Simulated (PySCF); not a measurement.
Molecule: SMILES C#C/C=C(\C#C)C(=C)C, C$_{9}$H$_{8}$.

Cartesian coordinates in Å; atom numbers follow the order of the lines, from 1:
```xyz
17

C     3.6280   -0.1276   -0.5986
C     2.5225   -0.2538   -0.1418
C     1.2488   -0.4150    0.4212
C     0.1226    0.0687   -0.1547
C     0.2362    0.7635   -1.3859
C     0.3599    1.3451   -2.4292
C    -1.2120   -0.0839    0.4259
C    -2.2860    0.4204   -0.1822
C    -1.3292   -0.8239    1.7260
H     4.5883   -0.0137   -1.0040
H     1.2167   -0.9542    1.3574
H     0.4629    1.8554   -3.3399
H    -2.2129    0.9536   -1.1144
H    -3.2716    0.3144    0.2385
H    -0.9667   -1.8466    1.6218
H    -0.7468   -0.3312    2.5044
H    -2.3677   -0.8592    2.0456
```

Frames of a GFN2-xTB Langevin trajectory at 300 K; GIAO PBE0/pcSseg-1 shieldings in PySCF, gas phase, non-relativistic; equivalent atoms averaged within each frame.

Chemical shifts δ = σref − σ; ¹³C (186.93 ppm), ¹H (31.72 ppm) against TMS, all at this level. The references are static minima.

Q: How do the shifts (ppm) fluctuate along the trajectory?

A: 
```csv
time (fs),C7,C4,C8,C3,C1,C6,C2,C5,C9,H14
optimised geometry,147.0,142.7,128.8,121.3,100.7,97.4,87.2,84.6,21.6,5.64
250,150.9,150.7,136.7,127.4,103.0,94.4,87.2,82.6,23.1,6.79
425,152.6,148.1,131.7,124.7,105.4,101.4,89.8,85.0,23.4,5.82
625,147.3,141.7,120.8,122.2,100.9,97.0,95.6,89.7,23.1,6.05
800,147.9,155.0,118.4,121.6,98.7,102.5,88.3,94.4,29.5,5.04
1000,150.4,145.5,123.6,119.1,98.3,99.2,89.2,94.4,24.2,5.82
mean of frames,149.8,148.2,126.2,123.0,101.3,98.9,90.0,89.2,24.7,5.90
standard deviation,2.2,5.1,7.7,3.2,3.0,3.3,3.3,5.4,2.7,0.62
```

5 frames give an uncertainty of the mean of about the standard deviation over 2.2 at best, since frames this close in time may not be independent; classical motion lacks zero-point vibration, and the reference would need the same averaging.
